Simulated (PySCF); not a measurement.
Si(H)3(Cl) anion (ClH3Si), SMILES Cl[SiH3] (connectivity only; charge and spin as stated), charge -1, multiplicity 2. Coordinates come from a TPSSh-D3(BJ)/def2-TZVPD optimisation. The spin state was assumed, not searched. The isomer is the one that the SMILES or the coordinates give; other isomers of the formula were not compared.

Calculation: PySCF with TPSSh-D3(BJ)/def2-TZVPD.

Harmonic wavenumbers (cm⁻¹): 198, 400, 443, 848, 959, 983, 1827, 2128, 2136. Rotational constants (GHz): 106.9, 4.486, 4.443; symmetry number 1.

Q: Work out the zero-point energy and the ideal-gas rigid-rotor harmonic-oscillator thermochemistry at 298.15 K and 1 atm.

A: ZPE = ½ Σ hcν = ½ × 9923 cm⁻¹ = 59.35 kJ/mol. H − E(el) = 72.66 kJ/mol. Entropy in J/(mol K): translation 161.10, rotation 94.30, vibration 18.04, spin 5.76, total 279.21. G − E(el) = -10.59 kJ/mol. Cp = 58.86 J/(mol K).
